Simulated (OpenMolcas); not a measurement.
V3+ with 6 ligands (chloride) in octahedral coordination (Oh) at 2.4 Å. A charge of +0.5 e stands 2.4 Å behind each ligand. Ligand basis ANO-RCC-VDZP.

```
Program             : OpenMolcas 26.06
Method              : SS-CASPT2, IPEA 0.25 Eh, imaginary shift 0.1 Eh (closed shells correlated: 3s 3p and the ligand valence shells)
Basis               : ANO-RCC-VDZP [5s4p2d1f]
Scalar Hamiltonian  : DKH2, point nucleus
Active space        : 2 electrons in 5 orbitals (3d)
State averaging     : 2S+1 = 3 even, 10 roots; 2S+1 = 1 even, 15 roots
Spin-orbit coupling : state interaction with AMFI integrals over the reference wave functions
```

Question: What is the spin-free ground state (labels of O, the rotations of Oh)?

Answer: 3T1, 3-fold in its orbital part; it has the highest spin that d2 allows.

Question: Where is the first state of the same spin?

Answer: 3T2 at 11100 cm-1 above the ground state.

Question: What are the lowest two levels with spin-orbit coupling?

Answer: A 2-fold level E, then a 3-fold level T2 6 cm-1 above it. Their leading multiplicities are 3 (100 %) and 3 (100 %).

Question: What is χT at 300 K, and how does it compare with the textbook value?

Answer: The lowest level has 2S+1 = 3, for which the spin-only value is χT = S(S+1) / 2 = 1.000 cm3 K/mol (g = 2). The computed 0.897 at 300 K differs by -0.103, through orbital momentum, spin-orbit coupling and any other state in reach. With a threefold ground state the orbital momentum is unquenched, so the spin-only value is not expected to hold.

Question: Which ligand-field parameters describe the states?

Answer: A least-squares ligand-field fit to the states below 45000 cm-1, each weighted by its degeneracy and with a free common offset, gives 10Dq = 12132 cm-1, B = 727 cm-1 and C = 2586 cm-1 (C/B = 3.56), with an rms deviation of 256 cm-1. The same method and metal basis give the free ion B = 987 cm-1 (fit to its terms below 60000 cm-1, rms deviation 666 cm-1), so the nephelauxetic ratio is β = 727 / 987 = 0.74; it hangs on how both fits weigh the states, and computed free-ion B values tend to be too large, so β mixes covalency with correlation.

Roots that are degenerate in the reference are averaged as groups; the widest CASPT2 spread within a group is 91 cm-1 (the 2-fold group of multiplicity 1 near 10500 cm-1 above the lowest state of its run). Shifts and gaps below about the spread of the groups concerned are not significant. Over all roots computed the reference weight is 0.66 to 0.68; a low but even weight reflects the number of correlated electrons. An orbital triplet at a regular site is open to Jahn-Teller coupling, which can distort the site and quench the lowest spin-orbit gaps and is left out. Ligand-to-metal charge-transfer states are missing. With no ligand orbital active B as a rule stays too high, so bands that hang on it stand too high and its fall with covalency is understated. With one d shell and no ligand orbital active, 10Dq can be off by a tenth or more. No measured value stands beside these numbers; the geometry was imposed, not optimised, and the real ion may take another.
